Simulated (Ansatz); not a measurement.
Molecule: sum formula Si₂N₂H₇, net charge 0, doublet state. It need not be the lowest isomer of its formula. 
Structure (B3LYP-D3(BJ)/def2-TZVP (Ansatz, a quantum-chemistry and plane-wave program) minimum search):
```xyz
11

N      0.6534     1.9891    -0.4736
Si     0.9699     0.3504    -0.8983
Si    -0.2128    -0.9018     0.7593
N     -1.9226    -0.6830     0.7734
H     -0.2011     2.3794    -0.8733
H      2.4202     0.0682    -0.7690
H      0.5069    -0.0978    -2.2441
H      0.3216    -0.5216     2.0863
H      0.0571    -2.3357     0.4818
H     -2.3236     0.1777     1.1118
H     -2.4966    -1.0936     0.0539
```
Charge 0, spin multiplicity 2.

Parts of the frozen-core correlation energy in aug-cc-pV(T+d)Z (Ansatz, hartree). Frozen orbitals: 12; correlated occupied orbitals by spin: 13 and 12; virtual: 338 and 339. Open shells are spin-unrestricted. No spin-orbit coupling. Non-relativistic.

| term | value |
|---|---|
| reference (HF) | -690.91460 |
| MP2 opposite-spin | [?] |
| MP2 same-spin | -0.13564 |
| CCSD correlation | [?] |
| (T) | [?] |
| T1 diagnostic | 0.022 |
| largest doubles amplitude | 0.008 |
| <S^2> of the reference | 0.765 |

**Question.** Some entries are withheld; supply them.

**Answer.** 
- MP2 opposite-spin, value: -0.51395
- CCSD correlation, value: -0.70741
- (T), value: -0.02753
